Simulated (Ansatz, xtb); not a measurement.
Redistribution: CH3I + C3H7FO → CH4O + C3H6FI

Species: CH3I (methyl iodide) `CI`, singlet; C3H7FO `CC(O)CF`, singlet; CH4O (methanol) `CO`, singlet; C3H6FI `CC(I)CF`, singlet. The partners trade I for OH; both sit on C, so the bond types are kept.

Shapes, held fixed at every level: PBE0-D4/def2-TZVP. Flexible molecules stand in one conformer, not always the lowest. Programs: Ansatz 0.2.0, xtb 6.7.1. Electronic energies: no zero-point or thermal term.

| level | kind | ΔE (kJ/mol) | less CCSD(T)/def2-TZVPP |
| --- | --- | --- | --- |
| GFN1-xTB | semi-empirical | +13.0 | -10.1 |
| HF/def2-TZVPP | Hartree–Fock | +32.0 | +8.9 |
| PBE-D4/def2-TZVPP | GGA | +22.3 | -0.8 |
| r2SCAN-D4/def2-TZVPP | meta-GGA | +25.7 | +2.6 |
| B3LYP-D4/def2-TZVPP | global hybrid | +22.6 | -0.5 |
| PBE0-D4/def2-TZVPP | global hybrid | +23.7 | +0.6 |
| wB97M-V/def2-TZVPP | range-separated hybrid | +26.7 | +3.6 |
| wB97X-V/def2-TZVPP | range-separated hybrid | +27.2 | +4.1 |
| CCSD(T)/def2-TZVPP | coupled cluster or CI | +23.1 | 0.0 |

The highest level, CCSD(T)/def2-TZVPP, gives ΔE = +23.1 kJ/mol; the levels span +13.0 to +32.0. The column of differences is taken from that level and isn't an error. No measured value is set beside it here. For atoms past krypton def2 sets carry core potentials with scalar relativity. Outer-core shells of I are correlated, in sets that cover them unevenly.
